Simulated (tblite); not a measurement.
Species: C₂H₆BrFSi.
Atom-mapped SMILES: `[F:1][CH2:2][C@H:3]([SiH3:4])[Br:5]` (hydrogens: H6, H7 on C2; H8 on C3; H9, H10, H11 on Si4)

Computed with GFN2-xTB (tblite), gas phase: L-BFGS steps from a force-field or distance-geometry start until the largest atomic force falls under 0.01 eV/Å.

Step 38: E = -486.5402 eV
```
atom  x, y, z in Å  |  force x, y, z in eV/Å
F1     -0.8247   -1.3364   -1.3430    0.012  -0.036   0.004
C2     -1.2541   -0.5729   -0.2866    0.006   0.010  -0.013
C3     -0.3026    0.5916   -0.1036    0.017   0.023   0.015
Si4     1.5208    0.0550    0.2519    0.003  -0.001   0.002
Br5    -1.0084    1.6758    1.3669   -0.006   0.008   0.006
H6     -1.2734   -1.2221    0.5954    0.003   0.000  -0.010
H7     -2.2717   -0.2452   -0.5267   -0.027   0.004   0.014
H8     -0.3611    1.2402   -0.9792    0.005  -0.011  -0.007
H9      1.6106   -1.3838    0.0334   -0.013  -0.007  -0.020
H10     2.3549    0.8121   -0.6774    0.002   0.011   0.005
H11     1.8153    0.3883    1.6429   -0.002  -0.001   0.004
```

Step 39: E = -486.5404 eV
```
atom  x, y, z in Å  |  force x, y, z in eV/Å
F1     -0.8240   -1.3396   -1.3390    0.011  -0.038   0.016
C2     -1.2547   -0.5728   -0.2851    0.005   0.012  -0.017
C3     -0.3023    0.5918   -0.1048    0.000   0.019   0.015
Si4     1.5202    0.0544    0.2512    0.013  -0.003   0.004
Br5    -1.0071    1.6773    1.3652   -0.006   0.010   0.006
H6     -1.2753   -1.2186    0.6002    0.000   0.008  -0.033
H7     -2.2717   -0.2452   -0.5295   -0.017   0.000   0.027
H8     -0.3615    1.2398   -0.9808    0.007  -0.016  -0.006
H9      1.6149   -1.3830    0.0264   -0.018  -0.007  -0.020
H10     2.3545    0.8163   -0.6736    0.007   0.016   0.002
H11     1.8125    0.3823    1.6438   -0.003  -0.001   0.006
```

Step 40: E = -486.5406 eV
```
atom  x, y, z in Å  |  force x, y, z in eV/Å
F1     -0.8226   -1.3451   -1.3326    0.006  -0.032   0.032
C2     -1.2553   -0.5725   -0.2832    0.002   0.011  -0.019
C3     -0.3019    0.5924   -0.1062   -0.022   0.005   0.009
Si4     1.5194    0.0535    0.2501    0.024  -0.005   0.006
Br5    -1.0051    1.6800    1.3629   -0.005   0.013   0.005
H6     -1.2778   -1.2133    0.6065   -0.005   0.016  -0.058
H7     -2.2719   -0.2453   -0.5330    0.003  -0.007   0.040
H8     -0.3621    1.2390   -0.9834    0.012  -0.018  -0.002
H9      1.6207   -1.3821    0.0157   -0.024  -0.003  -0.018
H10     2.3539    0.8227   -0.6680    0.012   0.021  -0.001
H11     1.8081    0.3734    1.6454   -0.003  -0.003   0.007
```

Step 41: E = -486.5410 eV
```
atom  x, y, z in Å  |  force x, y, z in eV/Å
F1     -0.8202   -1.3548   -1.3216   -0.002  -0.014   0.051
C2     -1.2562   -0.5717   -0.2806   -0.002   0.006  -0.015
C3     -0.3014    0.5935   -0.1085   -0.046  -0.019  -0.003
Si4     1.5186    0.0519    0.2485    0.034  -0.006   0.004
Br5    -1.0023    1.6846    1.3591   -0.003   0.015   0.001
H6     -1.2819   -1.2042    0.6159   -0.012   0.022  -0.082
H7     -2.2723   -0.2457   -0.5380    0.032  -0.015   0.052
H8     -0.3626    1.2373   -0.9877    0.018  -0.017   0.003
H9      1.6297   -1.3806   -0.0026   -0.033   0.007  -0.015
H10     2.3532    0.8336   -0.6586    0.017   0.026  -0.003
H11     1.8010    0.3588    1.6480   -0.004  -0.006   0.008
```

**Question.** Estimate the geometry and energy of step 42. (The exact step hangs on the optimiser's Hessian estimate; all steps are aligned on step 41, rigid shifts and turns removed.)

**Answer.** E = -486.5415 eV, largest force 0.099 eV/Å
```
atom  x, y, z in Å  |  force x, y, z in eV/Å
F1     -0.8172   -1.3708   -1.3037   -0.013   0.016   0.067
C2     -1.2577   -0.5704   -0.2768   -0.005  -0.008  -0.005
C3     -0.3009    0.5949   -0.1118   -0.062  -0.049  -0.020
Si4     1.5180    0.0494    0.2462    0.043  -0.003  -0.002
Br5    -0.9988    1.6917    1.3530    0.002   0.016  -0.008
H6     -1.2886   -1.1899    0.6289   -0.022   0.021  -0.094
H7     -2.2727   -0.2461   -0.5447    0.063  -0.023   0.058
H8     -0.3628    1.2343   -0.9942    0.025  -0.013   0.008
H9      1.6426   -1.3779   -0.0314   -0.044   0.028  -0.008
H10     2.3526    0.8512   -0.6434    0.020   0.028   0.000
H11     1.7910    0.3363    1.6520   -0.006  -0.013   0.005
```

The energy changes by -0.0006 eV. The first-order estimate −F·Δx gives -0.0008 eV and the mean of the old and new forces, exact on a quadratic surface, -0.0006 eV. The step makes an angle of 85° with the force vector and moves no atom by more than 0.032 Å.

What follows is the cost of the whole relaxation. The run took 0.53 s of wall time on one thread of an Arm Neoverse V1, shared host with 32 logical CPUs at a one-minute load of 20.
